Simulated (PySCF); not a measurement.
# Reading the logs of faulty runs: BF2H2Si cation

Calculated results; nothing here was measured. They come from PySCF 2.14.0, an open-source quantum chemistry program, on an isolated molecule that a program drew, which may never have been made. The molecule is BF2H2Si cation (charge +1, singlet), drawn as the SMILES string `F[B+][SiH2]F`.

Each row is a Hartree-Fock (HF) and frozen-core CCSD(T) single point in the cc-pV(D+d)Z basis, meant for a local HF minimum. Run 1 is clean. Each other run has one planted mistake out of seven kinds, and not every kind appears here: one electron removed, one electron added, multiplicity raised by two, geometry at a saddle point, minimal basis STO-3G, one bond length entered in bohr, all coordinates scaled. The reference is restricted for singlets and unrestricted otherwise, and also for a bond in bohr. Adding or removing an electron swaps singlet and doublet. Electrons count all cores. HOMO and LUMO are orbital energies over both spins, the gradient is its largest component, and the lowest frequency (negative if imaginary) is given only where the gradient is small. Bond lengths are over the 5 bonds as drawn. T1 is the CCSD diagnostic: over 0.02 (restricted) or 0.045 (unrestricted) a single reference is doubtful.

Geometry of the clean run:
```xyz
6
BF2H2Si cation, angstrom
F    -2.5710   -1.9174    0.5457
B    -1.7871   -1.0527    0.1806
Si   -0.4150    0.4605   -0.4387
F     0.1965    0.8313    0.9756
H    -1.2770    1.4953   -0.9929
H     0.5106   -0.2535   -1.3073
```

| run | electrons | basis functions | <S^2> | HOMO (eV) | LUMO (eV) | gradient (hartree/bohr) | lowest frequency (cm^-1) | mean bond (Å) | longest bond (Å) | T1 | HF (hartree) | CCSD(T) (hartree) | mistake |
|---|---|---|---|---|---|---|---|---|---|---|---|---|---|
| 1 | 38 | 75 | 0.000 | -19.68 | -4.82 | 3.6e-05 | 142 | 1.5710 | 2.134 | 0.0164 | -513.45718 | -514.02058 | no fault |
| 2 | 37 | 75 | 0.809 | -26.45 | -17.56 | 1.1e-01 | - | 1.5710 | 2.134 | 0.0368 | -512.77339 | -513.33109 | one electron removed |
| 3 | 38 | 26 | 0.000 | -16.99 | -0.90 | 1.9e-02 | - | 1.5710 | 2.134 | 0.0194 | -507.05655 | -507.21888 | minimal basis STO-3G |
| 4 | 39 | 75 | 0.767 | -6.45 | 2.48 | 9.8e-02 | - | 1.5710 | 2.134 | 0.0185 | -513.66220 | -514.23296 | one electron added |
| 5 | 38 | 75 | 0.000 | -15.36 | -6.47 | 3.3e-02 | - | 1.9508 | 4.033 | 0.0174 | -513.37400 | -513.93825 | ? |
| 6 | 38 | 75 | 2.010 | -15.21 | -9.56 | 5.0e-02 | - | 1.5710 | 2.134 | 0.0267 | -513.26258 | -513.80863 | ? |

**Which mistake was planted in run 5, and what did it cost?**

The mean bond changes by a factor of 1.242 and the longest by 1.890, so the molecule wasn't scaled as a whole. A length L in bohr read as angstrom grows by (1/0.5292 - 1) L = 0.890 L. The 5 bonds together grew by 5 x 0.3798 = 1.899 Å, which gives L = 2.134 Å. That is bond B2-Si3, 2.134 Å in the clean geometry. So the mistake is: one bond length entered in bohr. Subtracting run 1 and multiplying by 627.51 kcal/mol a hartree, the energy moved by 52.2 kcal/mol in HF and 51.7 kcal/mol in CCSD(T).

**Which mistake was planted in run 6, and what did it cost?**

Electrons, basis and geometry are unchanged, and <S^2> is 2.010, beside S(S+1) = 2.00 for a multiplicity of 3. So the mistake is: multiplicity raised by two. Subtracting run 1 and multiplying by 627.51 kcal/mol a hartree, the energy moved by 122.1 kcal/mol in HF and 133.0 kcal/mol in CCSD(T).

